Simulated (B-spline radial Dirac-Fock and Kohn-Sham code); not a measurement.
Core and valence levels of Pb⁶⁰⁺

System: Pb⁶⁰⁺ in the configuration [Ar] 3d4; nuclear rms radius 5.5012 fm (A = 208).

Input of the calculation (task.json; shells as n, l, electrons):

```json
{"items": [{
  "Z": 82,
  "q": 60,
  "cfg": [[1, 0, 2], [2, 0, 2], [2, 1, 6], [3, 0, 2], [3, 1, 6], [3, 2, 4]],
  "A": 208,
  "rrms": 5.5012,
  "do": ["binding"]
}]}
```

Launch: `python xray_run.py task.json out`

Method: multi-electron Dirac-Fock with separately optimised hole states, Breit and Lamb-shift corrections added in first order. Computed with a radial finite-basis atomic code. The model has no electron correlation. Energies are counted from the vacuum level.

All terms are in eV, carry their sign (relaxation lowers the binding energy) and add up to the binding energy; ⟨r⟩ is the mean radius of the orbital in the initial state.

```
  subshell  −ε (Koopmans)  relaxation    Gaunt  retardation  self-energy  vacuum polarisation  binding energy  ⟨r⟩ (bohr)
    K (1s)        92881.2      -43.98  -358.16        33.70      -217.66                46.52         92341.6       0.016
   L1 (2s)        20158.9      -12.74   -41.87         3.04       -33.63                 6.80         20080.5       0.066
L2 (2p1/2)        19525.9      -16.26   -68.90         6.52        -1.50                 0.51         19446.3       0.055
L3 (2p3/2)        17306.6      -13.35   -45.58         9.83        -2.99                -0.20         17254.3       0.063
   M1 (3s)         7623.8       -1.79    -9.82         0.89        -8.69                 1.72          7606.1       0.166
M2 (3p1/2)         7356.9       -2.24   -16.11         1.62        -0.69                 0.16          7339.6       0.156
M3 (3p3/2)         6799.8       -1.76   -10.76         2.60        -0.96                -0.05          6788.9       0.170
 M4,5 (3d)         6378.3       -2.45    -6.02         1.06         0.24                -0.06          6371.1       0.150
```

For the deepest level, K (1s), the Breit terms make up -0.351 % of the binding energy, QED -0.185 % and orbital relaxation -0.048 %.

Spin-orbit splittings: 2p 2192.0 eV, 3p 550.7 eV.

Going to the tabulated ground configuration of the next ion removes an electron from M4,5 (3d), computed at 6371.1 eV. NIST lists 6442 ± 10 eV as the ionisation energy of this species (theoretical), +70.95 eV from the computed value. Where a p, d or f shell is open in either ion the computed value averages over both j values and all terms, while the table refers to the lowest levels; that difference holds spin-orbit splitting (largest in heavy or highly charged ions), term energies where several electrons share open shells, and correlation, and it can reach 10 % or more.
